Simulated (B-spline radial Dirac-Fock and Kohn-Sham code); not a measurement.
**The M5 (3d5/2) hole of tantalum ions: width and yield against charge**

The computed values come from a radial atomic solver: one-electron (LDA, Dirac) transition rates at Dirac-Fock energies. Tabulated ground configurations, configuration averages; single configurations, so decays that open only by mixing (as 1s 2s² with 1s 2p² in Be-like ions) are missing and such tiny yields are far too low.

| ion | configuration | radiative (eV) | non-radiative (eV) | yield |
| --- | --- | --- | --- | --- |
| Ta | [Xe] 4f14 5d3 6s2 | 0.0316 | 1.74 | 0.0179 |
| Ta⁺ | [Xe] 4f14 5d3 6s1 | 0.0316 | 1.74 | 0.0179 |
| Ta²⁺ | [Xe] 4f14 5d3 | 0.0317 | 1.74 | 0.0179 |
| Ta³⁺ | [Xe] 4f14 5d2 | 0.0317 | 1.74 | 0.0179 |
| Ta⁴⁺ | [Xe] 4f14 5d1 | 0.0318 | 1.73 | 0.0180 |
| Ta⁵⁺ | [Xe] 4f14 | 0.0319 | 1.73 | 0.0181 |
| Ta⁶⁺ | [Xe] 4f13 | 0.0311 | 1.71 | 0.0179 |
| Ta⁷⁺ | [Kr] 4d10 4f13 5s2 5p5 | 0.0313 | 1.71 | 0.0180 |
